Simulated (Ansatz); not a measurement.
C3H7O (SMILES C[CH]CO), doublet, geometry from GFN2-xTB; PBE0/3-21G (Ansatz, a program for electronic structure).

Input for Ansatz:
Ansatz 0.2 input:
```yaml
crystal:
  periodic: [false, false, false]
  atoms:
    - {symbol: C, position_ang: [-1.89223601, -0.24806103, 0.13597528]}
    - {symbol: C, position_ang: [-0.54241439, 0.34178157, 0.24412449]}
    - {symbol: C, position_ang: [0.62947001, -0.25810594, -0.42893963]}
    - {symbol: O, position_ang: [1.86541480, 0.25467953, 0.01563737]}
    - {symbol: H, position_ang: [-1.84030574, -1.27945500, -0.20679639]}
    - {symbol: H, position_ang: [-2.41001552, -0.21770240, 1.09700624]}
    - {symbol: H, position_ang: [-2.51798949, 0.31056854, -0.57048766]}
    - {symbol: H, position_ang: [-0.42574496, 1.31068765, 0.69919261]}
    - {symbol: H, position_ang: [0.60646553, -1.35835618, -0.31618966]}
    - {symbol: H, position_ang: [0.62082017, -0.05639144, -1.51388513]}
    - {symbol: H, position_ang: [1.87453379, 0.23952489, 0.97910034]}
basis:
  gaussian:
    orbitals: 3-21G.json
hamiltonian:
  xc: pbe0
magnetization: {spin_polarized: true, initial_magnetization: 1}
output: {forces: true}
```
The basis file holds 3-21G in the JSON format of the Basis Set Exchange.

Output, abridged:

```
Functional definition: PBE0
609 factors; integrals over basis functions are off by at most 1.0e-3 eV
mean field evaluation 1: about -5231.2829 eV, gradient 3.0e1 eV
mean field evaluation 2: about -5231.4942 eV, gradient 3.0e1 eV
mean field evaluation 4: about -5235.0083 eV, gradient 1.1e0 eV
mean field evaluation 8: about -5235.0834 eV, gradient 3.4e-2 eV
mean field evaluation 16: about -5235.0834 eV, gradient 5.0e-5 eV
mean field -5235.08343217 eV, -192.3857676653 hartree, gradient 5.0e-5 eV, S^2 0.754460; 0 other end points of the search recorded, 0 dependent functions left out
the calculation of the forces begins
reference -5235.08345030 eV, -192.3857683314 hartree; 17, 16 occupied and 33, 34 virtual orbitals, 609 factors
Total energy: -5235.08345030 eV, -192.3857683314 hartree
Atom 0 at    -1.892236    -0.248061     0.135975 Å, force    -0.102891     0.082939    -0.006447 eV/Å
Atom 1 at    -0.542414     0.341782     0.244124 Å, force     0.063297    -0.057137     0.169930 eV/Å
Atom 2 at     0.629470    -0.258106    -0.428940 Å, force    -0.500686    -0.609682    -0.539758 eV/Å
Atom 3 at     1.865415     0.254680     0.015637 Å, force     1.220496     0.784443    -0.803674 eV/Å
Atom 4 at    -1.840306    -1.279455    -0.206796 Å, force    -0.064581    -0.302713    -0.061858 eV/Å
Atom 5 at    -2.410016    -0.217702     1.097006 Å, force    -0.174013    -0.076284     0.192511 eV/Å
Atom 6 at    -2.517989     0.310569    -0.570488 Å, force    -0.155787     0.060115    -0.173559 eV/Å
Atom 7 at    -0.425745     1.310688     0.699193 Å, force     0.095488     0.379341     0.060485 eV/Å
Atom 8 at     0.606466    -1.358356    -0.316190 Å, force    -0.299388    -0.112139    -0.100808 eV/Å
Atom 9 at     0.620820    -0.056391    -1.513885 Å, force    -0.093492    -0.051582    -0.009540 eV/Å
Atom 10 at     1.874534     0.239525     0.979100 Å, force     0.011557    -0.097301     1.272719 eV/Å
Dipole moment:    -0.317233    -0.098470     0.218106 e Å
```
